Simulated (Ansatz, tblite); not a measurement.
Forces on SnO2⁻ at its r2SCAN-D4/def2-TZVPD geometry. Total charge -1; doublet.

In the def2 sets Sn takes a core potential; there is no spin–orbit coupling. The xTB rows come from tblite. The structure holds 1 bond(s) between oxygen atoms. At PBE-D4/def2-TZVPD the highest occupied level of the charge -1 doublet lies above zero (up to 1.58 eV). The electron is either unbound and held by the finite basis, or the level is raised by self-interaction error. Another isomer (doublet) lies 1.47 eV lower at PBE0-D4/def2-TZVPD; other spin states weren't run for this one.

GFN1-xTB (tblite), largest force 1.74 eV/Å:

```xyz
3
positions Å, forces eV/Å
Sn    0.735    0.053    1.047    0.998    0.072    1.421
O     0.230    0.151   -0.952   -1.120   -0.220   -0.265
O    -0.965   -0.203   -0.095    0.122    0.148   -1.156
```

GFN2-xTB (tblite), largest force 1.37 eV/Å:

```
Sn 0.682 0.049 0.971
O -1.320 -0.315 0.217
O 0.639 0.266 -1.188
```

PBE-D4/def2-TZVPD (Ansatz), largest force 0.68 eV/Å:

```
Sn 0.391 0.028 0.557
O 0.058 0.061 -0.461
O -0.450 -0.089 -0.097
```
